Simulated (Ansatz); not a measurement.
Harmonic frequencies (cm⁻¹) at PBE0-D4/def2-TZVP from Ansatz: 108, 116, 137, 231, 236, 260, 310, 322, 345, 445, 480, 549, 612, 628, 656, 718, 731, 778, 806, 3860, 3875.

Each molecule was computed in one conformer, which needn't be the lowest.

Q: Which molecule is it?
A. `[OH][Mo]([OH])([F])([F])([F])[F]`
B. `C[O][Mo]([F])(=[S])([Cl])[Cl]`
C. `[NH2][Mo](=[O])(=[O])[OH]`
D. `[NH]=[Mo](=[NH])([OH])[Cl]`

A: A.
